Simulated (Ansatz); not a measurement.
## Redistribution: C2H6 + C4H9I → CH3I + C5H12

Species: C2H6 (ethane) `CC`, singlet; C4H9I `CC(C)(C)I`, singlet; CH3I (methyl iodide) `CI`, singlet; C5H12 (neopentane) `CC(C)(C)C`, singlet. The partners trade CH3 for I; both sit on C, so the bond types are kept.

Shapes, held fixed at every level: PBE0-D4/def2-TZVP. Programs: Ansatz 0.2.0. Electronic energies: no zero-point or thermal term.

```json
{"level": "SPW92/def2-TZVPP", "kind": "LDA", "ΔE (kJ/mol)": "+9.2", "less CCSD(T)/def2-TZVPP": "+2.2"}
{"level": "PBE-D4/def2-TZVPP", "kind": "GGA", "ΔE (kJ/mol)": "+10.3", "less CCSD(T)/def2-TZVPP": "+3.3"}
{"level": "B3LYP-D4/def2-TZVPP", "kind": "global hybrid", "ΔE (kJ/mol)": "+9.3", "less CCSD(T)/def2-TZVPP": "+2.3"}
{"level": "wB97M-V/def2-TZVPP", "kind": "range-separated hybrid", "ΔE (kJ/mol)": "+4.7", "less CCSD(T)/def2-TZVPP": "-2.3"}
{"level": "B2PLYP/def2-TZVPP", "kind": "double hybrid", "ΔE (kJ/mol)": "+7.8", "less CCSD(T)/def2-TZVPP": "+0.8"}
{"level": "MP2/def2-SVP", "kind": "perturbation theory", "ΔE (kJ/mol)": "+12.8", "less CCSD(T)/def2-TZVPP": "+5.8"}
{"level": "MP2/def2-TZVPP", "kind": "perturbation theory", "ΔE (kJ/mol)": "+12.2", "less CCSD(T)/def2-TZVPP": "+5.2"}
{"level": "CCSD(T)/def2-TZVPP", "kind": "coupled cluster or CI", "ΔE (kJ/mol)": "+7.0", "less CCSD(T)/def2-TZVPP": "0.0"}
```

The highest level, CCSD(T)/def2-TZVPP, gives ΔE = +7.0 kJ/mol; the levels span +4.7 to +12.8. The column of differences is taken from that level and isn't an error. No measured value is set beside it here. For atoms past krypton def2 sets carry core potentials with scalar relativity. Outer-core shells of I are correlated in most correlated rows, in sets that cover them unevenly.
